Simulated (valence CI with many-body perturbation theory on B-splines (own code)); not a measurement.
## Ag6+ in three bases

Method: relativistic CI+MBPT: five valence electrons over a frozen Dirac-Fock core [Kr], a basis of 7 s, 7 p, 8 d, 6 f, 4 g, 1 h functions for each j, with the one-electron correlation potential Σ1 (screened to all orders), the two-electron term Σ2, the three-electron term Σ3, Breit, model QED; selected single and double excitations, second order for the rest, scaled by the run's own slope (own B-spline code, finite nucleus).

Against 29 measured levels this calculation errs by 359 cm⁻¹ on average and by 1021 at most. These come from a selection out of Gamrath, thesis, University of Mons (2023). Levels without a partner in it may be off by more, other configurations by 1,000 to 8,000 cm⁻¹. Among the levels kept, up to 710 cm⁻¹ of a level comes from second order outside the variational space, and about a tenth of that is noise between levels of different J, which matters for small intervals. Only levels of the ground parity were solved; by the run's estimate the other parity begins above the list, which can be wrong where configurations are misplaced.

The reference run has the lowest level 4d⁵ ⁶S_5/2 and an ionisation energy of 106.249 eV. Its largest variational space holds 20239 state functions.

Names give the largest LS component (configuration and term), which can be under half, so a name can repeat, a term be missing and a line seem to break the LS rules; names also repeat where a configuration has a term twice.

Changed runs:
A. basis 6 s, 6 p, 5 d, 5 f, 1 g
B. basis 5 s, 5 p, 4 d, 4 f

Excitation energies of the reference run in cm⁻¹, and shifts in cm⁻¹:

```
                 Level  Reference       A       B
            4d⁵ ⁴G_5/2      29160    +356   +1464
            4d⁵ ⁴G_7/2      30071    +328   +1435
           4d⁵ ⁴G_11/2      30358    +325   +1429
            4d⁵ ⁴G_9/2      30573    +320   +1424
            4d⁵ ⁴P_5/2      32412    +410   +1457
            4d⁵ ⁴P_3/2      33451    +408   +1465
            4d⁵ ⁴P_1/2      35085    +411   +1394
            4d⁵ ⁴D_7/2      36715    +354   +1785
            4d⁵ ⁴D_1/2      39007    +379   +1595
            4d⁵ ⁴D_5/2      39627    +411   +1615
            4d⁵ ⁴D_3/2      40124    +397   +1530
           4d⁵ ²I_11/2      43068    +500   +1991
Ionisation energy (eV)    106.249  -0.056  -0.075
```
